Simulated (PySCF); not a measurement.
## Cr₂O: fields on a plane

All numbers come from PySCF, UB3LYP, basis O def2-SVP, Cr def2-SVP (no relativity, density fitting).

The multiplicity-11 minimum has O–Cr 1.791 Å (×2); Cr–O–Cr 130.3°.

The plane holds O1 at (0.00, 0.00), Cr2 at (1.79, 0.00), Cr3 at (-1.16, 1.37) Å. Columns run from x = -3.15 to 4.05 Å, rows from y = 3.75 (top) to -1.95 Å, in steps of 0.3 Å. Other isomers or separated fragments may lie lower.

**Question.** Give the electrostatic potential (V) (cut at 20 V). Lower edges of the bins (V): '0' -2.67, '1' -2.54, '2' -2.32, '3' -1.99, '4' -1.45, '5' -0.61, '6' 0.73, '7' 2.85, '8' 6.22, '9' 11.55; top 20.0.

**Answer.** 
```
5555555555555555555555555
5566666655555555555555555
6666666666555555555555555
6666777766655555555555555
6667788877665555555555555
6677899988766555555555555
6678999999766555555555555
6678999999876566666665555
6678999999876666777666655
6678999999866678888776665
6667899999877789999877666
5667789989999899999987666
5566677789999999999987766
5555555579999999999987766
5555544358999899999987766
5555443224676689999877666
5554443200134577888776666
5554443321123566777666665
5554444333334556666666655
5554444443344455555555555
```

**Question.** Give the electron density (e/Å³) (cut at 5 e/Å³). Lower edges of the bins (e/Å³): '0' 0.000, '1' 0.030, '2' 0.076, '3' 0.151, '4' 0.268, '5' 0.455, '6' 0.750, '7' 1.218, '8' 1.960, '9' 3.136; top 5.00.

**Answer.** 
```
0000000000000000000000000
0000000000000000000000000
0000000000000000000000000
0000001111100000000000000
0000012222110000000000000
0000135543210000000000000
0001369975311000000000000
0012599997321111111000000
0013699997422111221110000
0113699996443223333211000
0012468976665445775321000
0011235567997559998521000
0001123469999679999621000
0000012369999679999620000
0000001357997559998520000
0000001235665445775310000
0000000112333223333210000
0000000001111111121100000
0000000000000000111000000
0000000000000000000000000
```

Open d and f shells are described by one determinant, and the ground state may have another occupation or spin.
